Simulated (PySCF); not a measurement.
PySCF input:

```python
from pyscf import gto, scf, dft

mol = gto.M(
    atom='''
    Cs   -0.00000000   -0.00000000   -2.98396199
    Cs    0.00000000    0.00000000    2.98396199
    ''',
    basis='def2-tzvpd',
    ecp='def2-tzvp',
    charge=1,
    spin=1,
    symmetry='D2h',
    verbose=4,
)

mf = dft.UKS(mol, xc='m06l').density_fit(auxbasis='def2-universal-jkfit')
mf.grids.level = 4
mf.conv_tol = 1e-9
mf.max_cycle = 100
mf.max_memory = 1500
mf.kernel()
if not mf.converged:
    mf = mf.newton()
    mf.kernel(mf.make_rdm1())
mf.analyze()
```

**Question.** Which total energy does the run end on?

**Answer.** -40.14543 Eh (M06-L/def2-TZVPD).
